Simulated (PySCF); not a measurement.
C3H5Br, SMILES C=C(C)Br.

The structure is a stationary point at TPSSh-D3(BJ)/def2-SVP.

Two levels are set side by side: TDA-PBE/def2-SVPD (PySCF) and TDA-PBE0/def2-SVPD (PySCF). Vertical, same geometry. The lowest singlet is HOMO→LUMO+1 99 % with PBE and HOMO→LUMO+1 98 % with the other functional; states are paired by order. Differences are taken from unrounded values.

```tsv
quantity	TDA-PBE0
lowest singlet excitation (eV)	5.66
lowest triplet excitation (TDA) (eV)	4.06
first bright state (f over 0.05) (eV)	6.53
its oscillator strength	0.20
```

Problem. What does TDA-PBE give, and how far is it from TDA-PBE0? (The exact figures need the calculation; the answer reports its results.)

Solution. 
```json
[
 {"quantity": "lowest singlet excitation (eV)", "TDA-PBE": "5.32", "TDA-PBE minus TDA-PBE0": "-0.34"},
 {"quantity": "lowest triplet excitation (TDA) (eV)", "TDA-PBE": "4.11", "TDA-PBE minus TDA-PBE0": "0.05"},
 {"quantity": "first bright state (f over 0.05) (eV)", "TDA-PBE": "5.92", "TDA-PBE minus TDA-PBE0": "-0.61"},
 {"quantity": "its oscillator strength", "TDA-PBE": "0.14", "TDA-PBE minus TDA-PBE0": "-0.06"}
]
```

A lower first singlet is the usual sign of a functional without exact exchange. Differences between two approximate levels are no errors against the true value.

Rough cost on one machine, each run with all the roots and properties that it gave: TDA-PBE0 against TDA-PBE about 2 times.
